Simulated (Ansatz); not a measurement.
Cartesian coordinates in Å:
```
C -2.4827 0.2260 1.5227
O -1.5536 -0.8182 1.7236
Si -0.4487 -1.3300 0.6618
F -1.1627 -1.9958 -0.5951
O 0.4245 -0.0741 0.1242
Si 1.4808 0.4245 -1.0048
O 2.3686 -0.8898 -1.3662
O 2.3277 1.6810 -0.4002
O 0.7793 0.9672 -2.3670
H -1.9791 1.1523 1.2299
H -3.0104 0.3946 2.4621
H -3.2122 -0.0405 0.7524
H 0.3748 -2.3420 1.3311
H 2.8839 -0.8649 -2.1732
H 2.6478 1.6102 0.4997
H 0.5618 1.8995 -2.4010
```

The species carries charge 0 and has multiplicity 1.

(1) List the CAM-B3LYP/def2-TZVPP orbital energies in eV (the Gaussian-basis code of Ansatz). (An estimate is asked.)

## Answers

(1) The calculation gave: Occupied: -1802.58, -1802.46, -673.24, -522.73, -522.70, -522.68, -522.67, -522.63, -280.27, -146.88, -146.78, -102.24, -102.23, -102.22, -102.16, -102.14, -102.08, -34.44, -30.71, -30.20, -29.63, -29.57, -29.35, -21.19, -18.56, -17.22, -16.64, -16.41, -15.71, -15.41, -14.87, -14.42, -13.96, -13.76, -13.11, -12.65, -12.56, -12.27, -12.04, -11.71, -11.44, -10.93, -10.77, -10.74, -10.18. Lowest empty: 1.09, 2.19, 2.21, 2.47, 2.85, 2.86, 3.48, 3.87.
